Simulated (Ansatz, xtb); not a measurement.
# Relative energy of two structures of CHBO2−

Structure X is a doublet given by its coordinates and structure Y is a doublet given by its coordinates. Both are isolated ions in the gas phase, relaxed with PBE0-D3(BJ)/def2-SVPD.

X (Å):

```json
{"atom": "C", "x (Å)": "-3.6444", "y (Å)": "-1.2788", "z (Å)": "-1.3551"}
{"atom": "B", "x (Å)": "-2.2052", "y (Å)": "-1.0355", "z (Å)": "-0.6429"}
{"atom": "O", "x (Å)": "-4.6246", "y (Å)": "-1.9479", "z (Å)": "-1.2480"}
{"atom": "O", "x (Å)": "-1.1391", "y (Å)": "-1.6489", "z (Å)": "-1.0010"}
{"atom": "H", "x (Å)": "-2.3408", "y (Å)": "-0.1237", "z (Å)": "0.2071"}
```

Close contacts (Å): C1–B2 1.62, C1–O3 1.19, B2–O4 1.28, B2–H5 1.25.

Y (Å):

```xyz
5

C    -2.0759   -0.9216   -0.4538
B    -1.6428   -1.3918    0.9069
O    -1.5535   -1.2778   -1.5732
O    -1.3111   -1.7589    2.0411
H    -2.9320   -0.1973   -0.4585
```

Close contacts (Å): C1–B2 1.50, C1–O3 1.29, B2–O4 1.24, C1–H5 1.12.

Question: Which of the two would you expect CCSD(T)/def2-SVPD + ΔMP2/def2-TZVPPD electronic energies to favour?

Answer: Structure Y; the calculation gives E(Y) − E(X) = −9.0 kcal/mol.

Level by level:

```
                               level               geometry  E(Y) − E(X) (kcal/mol)  departure from the last row (kcal/mol)  job, with rough time for the two
                            GFN2-xTB               GFN2-xTB                     −21.3                                   −12.3              optimisation, 0.12 s
                           HF/STO-3G               GFN2-xTB                      −5.4                                    +3.6              single point, 0.22 s
                 r2SCAN-D4/def2-SVPD               GFN2-xTB                     −12.7                                    −3.7               single point, 3.2 s
               PBE0-D3(BJ)/def2-SVPD  PBE0-D3(BJ)/def2-SVPD                     −13.0                                    −4.0                optimisation, 30 s
                        HF/def2-SVPD  PBE0-D3(BJ)/def2-SVPD                      −7.2                                    +1.8           part of the CCSD(T) run
                       MP2/def2-SVPD  PBE0-D3(BJ)/def2-SVPD                     −10.3                                    −1.4           part of the CCSD(T) run
                   CCSD(T)/def2-SVPD  PBE0-D3(BJ)/def2-SVPD                      −9.0                                     0.0                      single point
CCSD(T)/def2-SVPD + ΔMP2/def2-TZVPPD  PBE0-D3(BJ)/def2-SVPD                      −9.0                                                        single point, 27 s
```

None of the levels shown reverses the order. The largest departure from CCSD(T)/def2-SVPD + ΔMP2/def2-TZVPPD is that of GFN2-xTB, 12.3 kcal/mol. The last row adds to CCSD(T) the change of the MP2 difference between the two basis sets, here 0.0 kcal/mol.

With harmonic frequencies from PBE0-D3(BJ)/def2-SVPD (ideal gas, rigid rotor, one conformer each, 298.15 K, 1 atm): the zero-point term adds +1.6 kcal/mol; ΔH is −7.6 and ΔG −7.0 kcal/mol.

Open shells are spin-unrestricted, with notable spin contamination under HF/STO-3G. The correlated steps freeze 4 core orbitals. Mirror images aren't counted in ΔG. Codes used: Ansatz 0.2.0, xtb 6.7.1; the last row on 2 threads of Arm Neoverse V2 on a shared host.
